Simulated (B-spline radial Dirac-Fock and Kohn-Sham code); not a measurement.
X-ray lines that fill the L2 vacancy in Er²⁺

System: erbium as Er²⁺, configuration [Xe] 4f12, inside a Watson sphere of charge -2 and radius 2.2 Å (a model of the Madelung potential; inside it an electron's potential energy is raised by 13.1 eV).

The run's input, task.json:

```json
{"items": [{
  "Z": 68,
  "q": 2,
  "cfg": [[1, 0, 2], [2, 0, 2], [2, 1, 6], [3, 0, 2], [3, 1, 6], [3, 2, 10], [4, 0, 2], [4, 1, 6], [4, 2, 10], [4, 3, 12], [5, 0, 2], [5, 1, 6]],
  "A": 166,
  "rrms": 5.2516,
  "watson": [-2, 2.2],
  "do": ["binding", "quiet", "decay"],
  "holes": ["K", "L1", "L2", "L3", "M1", "M2", "M3", "M4", "M5", "N1", "N2", "N3", "N4", "N5"]
}]}
```

Command: `python xray_run.py task.json out`

Level of theory: a relativistic independent-particle model: LDA orbitals of the hole state, radiative multipoles to third order, Auger rates from the Coulomb interaction with a continuum orbital, Dirac-Fock energies; a radial B-spline solver.

```csv
line,multipole,energy (eV),rate (s⁻¹),share (%)
Lη,E1,7041.0,2.95e+13,2.13
L2-M3,E2,7449.2,8.08e+11,0.0584
Lβ1,E1,7812.2,1.14e+15,82.6
Lγ5,E1,8806.8,7.20e+12,0.521
Lγ1,E1,9079.6,2.01e+14,14.5
L2-O1,E1,9204.3,1.20e+12,0.0868
```

The listed lines hold 100.0 % of the radiative rate. The radiative width is 0.910 eV in the length form and 0.928 eV in the velocity form; the two differ because the transition energies are not eigenvalue differences of the potential that gave the orbitals.

Values without a named source are computed, but for edge energies of neutral atoms, which are taken from tables.
